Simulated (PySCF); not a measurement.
Isomers of C8H12N2, mass 136.100 u with the commonest isotopes. Method: PBE0/pcSseg-1 in PySCF (dipole) on a GFN2-xTB geometry, gas phase. One conformer each, none proved a minimum here; rigid rotors.

Task: Order these by rotational constant B, largest first.
A. `[CH3:1][CH2:2][n:3]1[n:4][cH:5][cH:6][c:7]1[CH:8]1[CH2:9][CH2:10]1` with C1–C2–N3–N4 97°, C6–C7–C8–C9 36°
B. `[CH3:1][c:2]1[cH:3][cH:4][n:5][n:6]1[CH:7]1[CH2:8][CH2:9][CH2:10]1` with N5–N6–C7–C8 -60°, N6–C7–C8–C9 132°, C7–C8–C9–C10 -14°, C8–C9–C10–C7 14°, N6–C7–C10–C9 -132°
C. `[CH2:1]=[CH:2][c:3]1[cH:4][n:5][n:6]([CH:7]([CH3:8])[CH3:9])[cH:10]1` with C1–C2–C3–C4 180°, N5–N6–C7–C8 61°

Result: A (1172 MHz), B (1008 MHz), C (730.5 MHz).

Task: Order these by rotational constant A, smallest first.
A. `[CH3:1][c:2]1[cH:3][cH:4][n:5][n:6]1[CH:7]1[CH2:8][CH2:9][CH2:10]1` with N5–N6–C7–C8 -60°, N6–C7–C8–C9 132°, C7–C8–C9–C10 -14°, C8–C9–C10–C7 14°, N6–C7–C10–C9 -132°
B. `[CH3:1][CH2:2][n:3]1[n:4][cH:5][cH:6][c:7]1[CH:8]1[CH2:9][CH2:10]1` with C1–C2–N3–N4 97°, C6–C7–C8–C9 36°
C. `[CH2:1]=[CH:2][c:3]1[cH:4][n:5][n:6]([CH:7]([CH3:8])[CH3:9])[cH:10]1` with C1–C2–C3–C4 180°, N5–N6–C7–C8 61°

Result: B (1904 MHz), A (2638 MHz), C (3379 MHz).

Task: Order these by dipole moment, smallest first.
A. `[CH2:1]=[CH:2][c:3]1[cH:4][n:5][n:6]([CH:7]([CH3:8])[CH3:9])[cH:10]1` with C1–C2–C3–C4 180°, N5–N6–C7–C8 61°
B. `[CH3:1][c:2]1[cH:3][cH:4][n:5][n:6]1[CH:7]1[CH2:8][CH2:9][CH2:10]1` with N5–N6–C7–C8 -60°, N6–C7–C8–C9 132°, C7–C8–C9–C10 -14°, C8–C9–C10–C7 14°, N6–C7–C10–C9 -132°
C. `[CH3:1][CH2:2][n:3]1[n:4][cH:5][cH:6][c:7]1[CH:8]1[CH2:9][CH2:10]1` with C1–C2–N3–N4 97°, C6–C7–C8–C9 36°

Result: A (2.15 D), B (2.46 D), C (2.86 D).

```
           SMILES  point group  Ia (u·Å²)  Ib (u·Å²)  Ic (u·Å²)      κ  μa (D)  μb (D)  μc (D)
C=Cc1cnn(C(C)C)c1           Cs     149.58     691.86     733.35  -0.97    1.02    1.89    0.00
   CCn1nccc1C1CC1           C1     265.46     431.08     621.04  -0.34    1.83    2.19    0.15
   Cc1ccnn1C1CCC1           C1     191.59     501.58     612.04  -0.80    0.10    2.46    0.07
```
